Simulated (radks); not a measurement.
The numbers below are computed, except where a source is named.
Mean orbital radii <r> (bohr) of the arsenic ion As+, [Ar] 3d10 4s2 4p2, at several levels of relativity; Dirac values are averaged over j with weights 2j + 1. Spin-unpolarised spherical Kohn-Sham, BLYP, point nucleus unless stated (finite: rms radius 4.0968 fm), a radial shooting solver on a logarithmic mesh with Libxc functionals. A level marked "c x" has the speed of light scaled by that factor and shares open shells by 2j + 1; other Dirac levels either fill j = l - 1/2 first or share by 2j + 1.

\begin{tabular}{lrrrrr}
shell & non-rel. & Dirac, low j first & Dirac, 2j+1 shares, finite nucleus & Dirac, c x 2 & change of magnitude, last against first (%) \\ \hline
1s & 0.04638 & 0.04549 & 0.04549 & 0.04616 & -0.47 \\
2s & 0.2067 & 0.2025 & 0.2025 & 0.2057 & -0.50 \\
2p & 0.1788 & 0.1771 & 0.1771 & 0.1784 & -0.24 \\
3s & 0.6094 & 0.5983 & 0.5983 & 0.6066 & -0.45 \\
3p & 0.6219 & 0.6172 & 0.6172 & 0.6208 & -0.19 \\
3d & 0.6746 & 0.6779 & 0.6778 & 0.6754 & +0.12 \\
4s & 1.901 & 1.874 & 1.871 & 1.894 & -0.39 \\
4p & 2.326 & 2.325 & 2.320 & 2.325 & -0.07 \\
\end{tabular}
